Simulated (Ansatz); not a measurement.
SiW3. Total charge 0; quintet. Geometry PBE-D4/def2-SVP; atoms count from 1.

```tsv
atom	x (Å)	y (Å)	z (Å)
W1	-0.616	-1.066	0.816
W2	-0.759	0.102	-1.263
W3	-0.155	1.276	0.728
Si4	1.530	-0.312	-0.281
```

In the def2 sets W takes a core potential; there is no spin–orbit coupling. At PBE0-D4/def2-TZVP a singlet of charge 0 lies 1.97 eV below the quintet, each at its own geometry. The structure comes from a short search, and lower isomers may exist.

Problem. Estimate the Mulliken populations from the PBE0/def2-TZVP orbitals of Ansatz.

Solution. 
```csv
atom,charge (e),spin (α − β),d electrons
W1,0.09,1.59,4.49
W2,0.09,1.59,4.49
W3,0.10,1.02,4.52
Si4,-0.28,-0.20,–
```
Mulliken values depend strongly on the basis.

Problem. Where does the spin sit?

Solution. Summed by element: W 4.20, Si -0.20, of 4 unpaired in all. Largest on single atoms: W1 1.59, W2 1.59, W3 1.02.

Problem. And the Mayer bond orders between heavy atoms (over 0.3)?

Solution. W1–W2 2.22 (2.39 Å); W1–W3 2.23 (2.39 Å); W1–Si4 1.05 (2.52 Å); W2–W3 2.23 (2.39 Å); W2–Si4 1.05 (2.52 Å); W3–Si4 1.12 (2.52 Å).
